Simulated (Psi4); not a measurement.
Interaction energy of H4Ge ··· Cl2 (SMILES [GeH4] and ClCl). Monomers: optimised at B3LYP-D3(BJ) (def2-TZVP), held rigid. Orientation: lowest of the rigid-body minima from ten starts at GFN2-xTB. The monomers approach along the line of their centres of mass (distance R); nothing else relaxes.

Methods: PBE/def2-TZVP, counterpoise-corrected (Psi4); PBE-D3(BJ)/def2-TZVP, counterpoise-corrected (Psi4); PBE0/def2-TZVP, counterpoise-corrected (Psi4); SAPT0/jun-cc-pVDZ, frozen core (Psi4).

Interaction energies in kcal/mol; the last columns give the difference from SAPT0:

```json
[
 {"R / Å": "3.53", "PBE/def2-TZVP": "16.60", "PBE-D3(BJ)/def2-TZVP": "15.07", "PBE0/def2-TZVP": "18.44", "SAPT0/jun-cc-pVDZ": "24.86", "PBE/def2-TZVP − SAPT0/jun-cc-pVDZ": "-8.26", "PBE-D3(BJ)/def2-TZVP − SAPT0/jun-cc-pVDZ": "-9.79", "PBE0/def2-TZVP − SAPT0/jun-cc-pVDZ": "-6.41"},
 {"R / Å": "3.71", "PBE/def2-TZVP": "8.69", "PBE-D3(BJ)/def2-TZVP": "7.27", "PBE0/def2-TZVP": "9.97", "SAPT0/jun-cc-pVDZ": "14.16", "PBE/def2-TZVP − SAPT0/jun-cc-pVDZ": "-5.47", "PBE-D3(BJ)/def2-TZVP − SAPT0/jun-cc-pVDZ": "-6.89", "PBE0/def2-TZVP − SAPT0/jun-cc-pVDZ": "-4.19"},
 {"R / Å": "3.94", "PBE/def2-TZVP": "3.57", "PBE-D3(BJ)/def2-TZVP": "2.29", "PBE0/def2-TZVP": "4.38", "SAPT0/jun-cc-pVDZ": "6.66", "PBE/def2-TZVP − SAPT0/jun-cc-pVDZ": "-3.09", "PBE-D3(BJ)/def2-TZVP − SAPT0/jun-cc-pVDZ": "-4.37", "PBE0/def2-TZVP − SAPT0/jun-cc-pVDZ": "-2.28"},
 {"R / Å": "4.16", "PBE/def2-TZVP": "1.36", "PBE-D3(BJ)/def2-TZVP": "0.20", "PBE0/def2-TZVP": "1.89", "SAPT0/jun-cc-pVDZ": "3.07", "PBE/def2-TZVP − SAPT0/jun-cc-pVDZ": "-1.71", "PBE-D3(BJ)/def2-TZVP − SAPT0/jun-cc-pVDZ": "-2.87", "PBE0/def2-TZVP − SAPT0/jun-cc-pVDZ": "-1.18"},
 {"R / Å": "4.34", "PBE/def2-TZVP": "0.50", "PBE-D3(BJ)/def2-TZVP": "-0.54", "PBE0/def2-TZVP": "0.90", "SAPT0/jun-cc-pVDZ": "1.54", "PBE/def2-TZVP − SAPT0/jun-cc-pVDZ": "-1.04", "PBE-D3(BJ)/def2-TZVP − SAPT0/jun-cc-pVDZ": "-2.08", "PBE0/def2-TZVP − SAPT0/jun-cc-pVDZ": "-0.64"},
 {"R / Å": "4.60", "PBE/def2-TZVP": "-0.02", "PBE-D3(BJ)/def2-TZVP": "-0.90", "PBE0/def2-TZVP": "0.25", "SAPT0/jun-cc-pVDZ": "0.47", "PBE/def2-TZVP − SAPT0/jun-cc-pVDZ": "-0.49", "PBE-D3(BJ)/def2-TZVP − SAPT0/jun-cc-pVDZ": "-1.37", "PBE0/def2-TZVP − SAPT0/jun-cc-pVDZ": "-0.22"},
 {"R / Å": "4.91", "PBE/def2-TZVP": "-0.17", "PBE-D3(BJ)/def2-TZVP": "-0.86", "PBE0/def2-TZVP": "0.01", "SAPT0/jun-cc-pVDZ": "0.02", "PBE/def2-TZVP − SAPT0/jun-cc-pVDZ": "-0.19", "PBE-D3(BJ)/def2-TZVP − SAPT0/jun-cc-pVDZ": "-0.88", "PBE0/def2-TZVP − SAPT0/jun-cc-pVDZ": "-0.02"},
 {"R / Å": "5.40", "PBE/def2-TZVP": "-0.12", "PBE-D3(BJ)/def2-TZVP": "-0.56", "PBE0/def2-TZVP": "-0.04", "SAPT0/jun-cc-pVDZ": "-0.10", "PBE/def2-TZVP − SAPT0/jun-cc-pVDZ": "-0.02", "PBE-D3(BJ)/def2-TZVP − SAPT0/jun-cc-pVDZ": "-0.46", "PBE0/def2-TZVP − SAPT0/jun-cc-pVDZ": "0.06"},
 {"R / Å": "6.10", "PBE/def2-TZVP": "-0.03", "PBE-D3(BJ)/def2-TZVP": "-0.24", "PBE0/def2-TZVP": "0.00", "SAPT0/jun-cc-pVDZ": "-0.06", "PBE/def2-TZVP − SAPT0/jun-cc-pVDZ": "0.03", "PBE-D3(BJ)/def2-TZVP − SAPT0/jun-cc-pVDZ": "-0.18", "PBE0/def2-TZVP − SAPT0/jun-cc-pVDZ": "0.06"},
 {"R / Å": "7.17", "PBE/def2-TZVP": "0.01", "PBE-D3(BJ)/def2-TZVP": "-0.06", "PBE0/def2-TZVP": "0.01", "SAPT0/jun-cc-pVDZ": "-0.02", "PBE/def2-TZVP − SAPT0/jun-cc-pVDZ": "0.03", "PBE-D3(BJ)/def2-TZVP − SAPT0/jun-cc-pVDZ": "-0.04", "PBE0/def2-TZVP − SAPT0/jun-cc-pVDZ": "0.03"},
 {"R / Å": "8.48", "PBE/def2-TZVP": "0.00", "PBE-D3(BJ)/def2-TZVP": "-0.02", "PBE0/def2-TZVP": "0.00", "SAPT0/jun-cc-pVDZ": "-0.01", "PBE/def2-TZVP − SAPT0/jun-cc-pVDZ": "0.01", "PBE-D3(BJ)/def2-TZVP − SAPT0/jun-cc-pVDZ": "-0.01", "PBE0/def2-TZVP − SAPT0/jun-cc-pVDZ": "0.01"}
]
```

PBE/def2-TZVP is furthest from SAPT0/jun-cc-pVDZ at 3.53 (-8.26 kcal/mol, below); its mean absolute difference over the points is 1.85 kcal/mol.

PBE-D3(BJ)/def2-TZVP is furthest from SAPT0/jun-cc-pVDZ at 3.53 (-9.79 kcal/mol, below); its mean absolute difference over the points is 2.63 kcal/mol.

PBE0/def2-TZVP is furthest from SAPT0/jun-cc-pVDZ at 3.53 (-6.41 kcal/mol, below); its mean absolute difference over the points is 1.37 kcal/mol.
